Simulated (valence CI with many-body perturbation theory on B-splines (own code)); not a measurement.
## Ti⁹⁺: electric-dipole lines

Method: configuration interaction combined with many-body perturbation theory (CI+MBPT): three valence electrons over a frozen Dirac-Fock core [Ne], a basis of 11 s, 11 p, 9 d, 7 f, 5 g, 2 h, 1 i functions for each j, with the one-electron correlation potential Σ1 (screened to all orders), the two-electron term Σ2, the three-electron term Σ3, Breit, model QED; selected single and double excitations, second order for the rest, scaled by the run's own slope (own B-spline code, finite nucleus).

No measured levels were compared; by estimate levels of excited configurations hold to 0.05 to 0.15 % of their energy, terms of the ground configuration to about 0.5 %.

Lines 101 to 150 of 263 in falling wavelength, among levels below 815520 cm⁻¹, chosen from the strongest by gf and those to the six lowest levels. Wavelengths and rates use the calculated energies, so an error of 200 cm⁻¹ moves a line at 39.08 nm by 0.078 % and its rate by three times that or more. Electric multipoles are in the length gauge, E1 and E2 with the static RPA response of the core. Weak lines are less certain than strong ones. Lines between different terms over intervals too small for the method are left out, as are lines whose strength nearly cancels. Where a level lies close to another of its J and parity, the split of strength between their lines is uncertain. The highest levels of a list are the least certain.

Names give the largest LS component (configuration and term), which can be under half, so a name can repeat, a term be missing and a line seem to break the LS rules; names also repeat where a configuration has a term twice. Letters in brackets count levels of one name in rising energy.

```csv
λ vac (nm),Upper,Lower,A (s⁻¹),log gf,Branch %
39.08,3p2 3d 4P_5/2,3s 3p 3d 4P°_5/2,2.71e+09,-0.43,6.3
38.97,3p3 4S°_3/2,3s 3p2 4P_5/2,1.09e+10,0.00,48.4
38.89,3s 3p2 2S_1/2,3s2 3p 2P°_3/2,2.70e+09,-0.91,27.8
38.85,3p2 3d 2P_1/2 [a],3s 3p 3d 4F°_3/2,3.37e+09,-0.82,22.7
38.83,3p2 3d 2F_5/2 [b],3s 3p 3d 2F°_5/2 [a],5.06e+09,-0.16,11.0
38.36,3p3 4S°_3/2,3s 3p2 4P_3/2,7.65e+09,-0.17,33.9
37.95,3p3 4S°_3/2,3s 3p2 4P_1/2,3.96e+09,-0.47,17.6
37.78,3s 3p2 2S_1/2,3s2 3p 2P°_1/2,6.99e+09,-0.52,72.2
37.73,3p2 3d 2P_3/2 [b],3s 3p 3d 2D°_5/2 [a],2.28e+09,-0.71,10.0
37.39,3s 3p 3d 2P°_1/2 [b],3s2 3d 2D_3/2,1.80e+10,-0.12,43.6
37.38,3s 3p 3d 2P°_3/2 [b],3s2 3d 2D_5/2,1.78e+10,0.17,44.1
37.06,3p2 3d 2D_3/2 [b],3s 3p 3d 2D°_3/2 [a],3.20e+09,-0.58,16.7
36.88,3s 3p 3d 2D°_3/2 [b],3s2 3d 2D_3/2,1.32e+10,0.03,24.6
36.83,3s 3p 3d 2D°_5/2 [b],3s2 3d 2D_5/2,1.20e+10,0.16,22.1
36.53,3s 3p2 2P_1/2,3s2 3p 2P°_3/2,1.16e+10,-0.33,47.2
36.50,3p2 3d 2D_5/2 [b],3s 3p 3d 2D°_5/2 [a],3.25e+09,-0.41,22.9
35.98,3s 3p2 2P_3/2,3s2 3p 2P°_3/2,2.13e+10,0.22,82.2
35.61,3p2 3d 2F_5/2 [a],3p3 2D°_3/2,1.63e+09,-0.73,46.5
35.55,3s 3p2 2P_1/2,3s2 3p 2P°_1/2,1.29e+10,-0.31,52.8
35.50,3p2 3d 2F_5/2 [b],3s 3p 3d 2D°_3/2 [a],7.30e+09,-0.08,15.9
35.36,3p2 3d 2F_7/2 [a],3p3 2D°_5/2,2.04e+09,-0.51,52.6
35.29,3p2 3d 2F_7/2 [b],3s 3p 3d 2D°_5/2 [a],7.91e+09,0.07,17.1
35.03,3s 3p2 2P_3/2,3s2 3p 2P°_1/2,4.59e+09,-0.47,17.8
34.63,3p2 3d 2D_5/2 [a],3p3 2P°_3/2,2.65e+09,-0.54,8.2
34.57,3s 3p 3d 4P°_5/2,3s 3p2 2D_3/2,1.16e+07,-2.90,0.1
34.40,3s 3p 3d 4P°_3/2,3s 3p2 2D_3/2,1.25e+08,-2.05,0.6
34.39,3p2 3d 2D_3/2 [a],3p3 2P°_1/2,2.91e+09,-0.69,9.5
34.26,3s 3p 3d 4D°_1/2,3s 3p2 2D_3/2,2.99e+05,-4.98,0.0
33.98,3p2 3d 4P_5/2,3p3 2P°_3/2,1.80e+09,-0.73,4.2
33.94,3s 3p 3d 4P°_1/2,3s 3p2 2D_3/2,8.90e+06,-3.51,0.0
33.87,3s 3p 3d 4D°_3/2,3s 3p2 2D_3/2,8.90e+05,-4.21,0.0
33.83,3p3 2P°_3/2,3s 3p2 4P_5/2,5.41e+07,-2.43,0.6
33.82,3s 3p 3d 4D°_5/2,3s 3p2 2D_3/2,7.53e+06,-3.11,0.0
33.69,3s 3p 3d 4F°_3/2,3s 3p2 4P_5/2,3.57e+06,-3.61,2.1
33.51,3s 3p 3d 4F°_5/2,3s 3p2 4P_5/2,1.63e+07,-2.78,23.8
33.44,3p3 2P°_1/2,3s 3p2 4P_3/2,5.02e+06,-3.77,0.1
33.43,3p2 3d 2P_3/2 [a],3p3 2D°_5/2,9.74e+09,-0.19,63.4
33.37,3p3 2P°_3/2,3s 3p2 4P_3/2,1.15e+08,-2.11,1.2
33.33,3p2 3d 2P_3/2 [a],3p3 2D°_3/2,1.69e+09,-0.95,11.0
33.25,3s 3p 3d 4F°_7/2,3s 3p2 4P_5/2,5.73e+07,-2.12,96.8
33.23,3s 3p 3d 4F°_3/2,3s 3p2 4P_3/2,6.19e+06,-3.39,3.7
33.12,3p3 2P°_1/2,3s 3p2 4P_1/2,3.54e+06,-3.93,0.0
33.06,3s 3p 3d 4F°_5/2,3s 3p2 4P_3/2,3.42e+07,-2.47,50.1
33.06,3p3 2P°_3/2,3s 3p2 4P_1/2,3.48e+07,-2.64,0.4
33.03,3p2 3d 4D_1/2,3p3 2D°_3/2,5.07e+09,-0.78,37.2
32.92,3s 3p 3d 4F°_3/2,3s 3p2 4P_1/2,1.36e+07,-3.05,8.1
32.77,3s 3p 3d 2P°_3/2 [a],3s 3p2 2P_3/2,7.83e+09,-0.30,22.6
32.64,3s 3p 3d 2D°_3/2 [a],3s 3p2 2D_5/2,2.03e+09,-0.89,8.5
32.63,3s 3p 3d 2D°_5/2 [a],3s 3p2 2D_5/2,2.07e+10,0.30,87.2
32.58,3s 3p 3d 2D°_3/2 [a],3s 3p2 2D_3/2,2.07e+10,0.12,86.3
```
